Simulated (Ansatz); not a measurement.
A nudged elastic band was laid between two geometries of CH12AlNSi3 (18 atoms, charge 0, multiplicity 1).

All numbers below come from RHF/cc-pVDZ (Ansatz).

```json
{
 "movable images": "7",
 "climbing image": "yes",
 "spring": "5.0 eV/Å²",
 "optimiser": "quadratic models (default)",
 "start path": "IDPP",
 "force threshold": "0.05 eV/Å",
 "iteration limit": "60",
 "end points": "relaxed"
}
```

Initial state:

```xyz
18
Properties=species:S:1:pos:R:3
C -0.320 -1.591 2.382
Si 1.097 -0.546 1.654
Si 0.988 -0.413 -0.728
N 1.131 -1.979 -1.537
Al -1.069 0.724 -1.566
Si -1.370 3.203 -1.472
H -0.316 -2.598 1.957
H -0.218 -1.681 3.467
H -1.294 -1.139 2.173
H 2.399 -1.156 2.065
H 1.041 0.828 2.242
H 2.177 0.397 -1.138
H 0.310 -2.556 -1.560
H 1.925 -2.553 -1.311
H -2.241 -0.165 -2.185
H -0.753 3.841 -2.675
H -0.714 3.799 -0.270
H -2.809 3.596 -1.447
```

Final state:

```xyz
18
Properties=species:S:1:pos:R:3
C -0.206 -0.802 2.439
Si 1.339 -0.296 1.456
Si 1.064 -0.655 -0.877
N 0.893 -2.399 -1.112
Al -0.932 0.476 -1.856
Si -1.768 2.722 -1.149
H -0.472 -1.840 2.225
H -0.032 -0.707 3.514
H -1.061 -0.171 2.181
H 2.507 -1.095 1.939
H 1.647 1.144 1.704
H 2.285 -0.074 -1.540
H 0.637 -2.711 -2.032
H 1.646 -2.977 -0.780
H -1.721 -0.255 -3.036
H -1.482 3.739 -2.206
H -1.136 3.204 0.114
H -3.246 2.707 -0.933
```

(1) What changes between the two ends?

(2) Give the energies along the band, and the barrier.

(3) What is the geometry of the highest image?

(4) What are the harmonic wavenumbers there?

The band took 6 iterations and of the order of 8 core-minutes.

Results:

(1) No bond is made or broken. The height of N4 over the plane of its neighbours goes from -0.28 to 0.29 Å.

(2) It converged. The highest image is number 4 of 0 to 8, 0.022 eV above the first end and 0.064 eV above the last; the last end lies 0.042 eV below the first. A vibrational analysis at the climbing image gives one clearly imaginary mode, 330i cm⁻¹: a first-order saddle point.

```json
{"image": "0", "path coordinate (Å)": "0.00", "energy (eV)": "0.000", "height of N4 over the plane of its neighbours (Å)": "-0.28"}
{"image": "1", "path coordinate (Å)": "0.34", "energy (eV)": "0.001", "height of N4 over the plane of its neighbours (Å)": "-0.28"}
{"image": "2", "path coordinate (Å)": "0.68", "energy (eV)": "0.002", "height of N4 over the plane of its neighbours (Å)": "-0.27"}
{"image": "3", "path coordinate (Å)": "1.03", "energy (eV)": "0.008", "height of N4 over the plane of its neighbours (Å)": "-0.25"}
{"image": "4", "path coordinate (Å)": "1.37", "energy (eV)": "0.022", "height of N4 over the plane of its neighbours (Å)": "-0.07"}
{"image": "5", "path coordinate (Å)": "1.84", "energy (eV)": "-0.035", "height of N4 over the plane of its neighbours (Å)": "0.27"}
{"image": "6", "path coordinate (Å)": "2.32", "energy (eV)": "-0.040", "height of N4 over the plane of its neighbours (Å)": "0.29"}
{"image": "7", "path coordinate (Å)": "2.80", "energy (eV)": "-0.041", "height of N4 over the plane of its neighbours (Å)": "0.29"}
{"image": "8", "path coordinate (Å)": "3.28", "energy (eV)": "-0.042", "height of N4 over the plane of its neighbours (Å)": "0.29"}
```

(3) 
```xyz
18
Properties=species:S:1:pos:R:3:forces:R:3
C -0.235 -1.239 2.443 -0.01 0.00 0.01
Si 1.231 -0.399 1.568 0.00 0.00 -0.01
Si 1.036 -0.509 -0.803 -0.01 0.00 0.00
N 1.105 -2.172 -1.347 0.03 0.01 0.02
Al -1.031 0.569 -1.687 0.00 0.01 0.00
Si -1.574 2.986 -1.352 0.00 -0.01 0.00
H -0.347 -2.270 2.097 0.00 0.00 0.00
H -0.087 -1.257 3.525 0.00 0.00 0.00
H -1.172 -0.711 2.242 0.00 0.00 0.00
H 2.493 -1.079 1.993 0.00 0.00 0.00
H 1.321 1.026 2.009 0.00 0.00 0.00
H 2.204 0.270 -1.336 0.00 0.01 0.00
H 0.367 -2.614 -1.855 -0.01 0.00 0.00
H 1.790 -2.826 -1.023 -0.01 -0.01 -0.01
H -2.062 -0.309 -2.532 0.00 0.00 0.00
H -1.107 3.782 -2.527 0.00 0.00 0.00
H -0.924 3.561 -0.138 0.00 0.00 0.00
H -3.045 3.202 -1.225 0.00 0.00 0.00
```

(4) 330i, 11i, 21, 46, 55, 87, 121, 164, 185, 201, 255, 313, 362, 402, 443, 475, 487, 508, 645, 646, 693, 711, 770, 834, 844, 916, 953, 953, 962, 1012, 1016, 1022, 1386, 1556, 1559, 1685, 1928, 2209, 2255, 2262, 2265, 2271, 2276, 3166, 3245, 3255, 3795, 3901 cm⁻¹.

Time of the run: 4 min on 2 threads of Arm Neoverse V1, with other jobs on the host, peak memory 0.51 GiB.
